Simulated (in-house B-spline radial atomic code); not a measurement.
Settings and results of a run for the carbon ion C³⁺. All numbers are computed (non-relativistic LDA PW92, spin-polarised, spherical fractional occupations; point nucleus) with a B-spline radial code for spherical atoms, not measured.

Command:
```bash
python run_scf.py task.json out
```
Settings:
```
Z                6
configuration    [He] 2s1
hamiltonian      nr
method           lda,pw
spin_polarised   True
```

Output (hartree, bohr):
```
 radial grid: 38 intervals, B-splines of order 8, outer radius 10.8108 bohr

 iter        energy (Eh)    residual
    1         -33.920173    2.59e-01
    2         -34.397886    2.69e-02
    3         -34.402608    1.20e-02
    4         -34.403556    5.36e-03
    5         -34.403789    5.91e-04
    6         -34.403792    7.40e-07
    7         -34.403792    9.77e-09

 total energy                       -34.40379
 kinetic                              34.2659
 electron-nucleus                    -74.3581
 Hartree                               9.2891
 exchange-correlation                 -3.6006

 orbital      occ     eigenvalue          <r>       <r^2>       <1/r>       r_max
 1s up      1.000       -12.1026     0.271263   0.0995386     5.62549      0.1749
 1s down    1.000       -12.0622     0.270913   0.0991348     5.62633      0.1751
 2s up      1.000        -2.1042      1.27661     1.90655      1.1412       1.081
```

Run time, properties included: 0.09 s on 1 thread of Intel(R) Xeon(R) 6975P-C, with other jobs on the host.
